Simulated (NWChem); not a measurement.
BSiH$_{4}$OF; SMILES B(F)O[SiH3]

```xyz
8

B     -0.2509     1.1866     0.7224
F      1.0172     1.5068     0.4726
H     -0.9161     1.9249     1.4039
O     -0.7656     0.0554     0.2156
Si    -0.1165    -1.1638    -0.7524
H     -1.2071    -2.1500    -0.9694
H      1.0303    -1.8083    -0.0525
H      0.3291    -0.5922    -2.0544
```
Atoms are numbered in this order, from 1.

Computed with NWChem. Pople sets run with spherical d functions. Coordinates come from a PBE0/def2-SVP optimisation. Vzz is the largest principal value of the second derivative of the potential at the nucleus (NWChem prints the opposite sign); η is the asymmetry. Non-relativistic.

```csv
level,Vzz B1 (a.u.),η B1,Vzz O4 (a.u.),η O4,relative time
Hartree-Fock/cc-pVTZ,0.414,0.49,0.884,0.48,10
Hartree-Fock/def2-SVP,0.375,0.54,0.921,0.41,1
PBE/6-31G*,0.302,0.64,0.845,0.49,3
PBE/def2-TZVP,0.350,0.60,0.821,0.59,20
```

Relative times are rough (shared machine, one core).
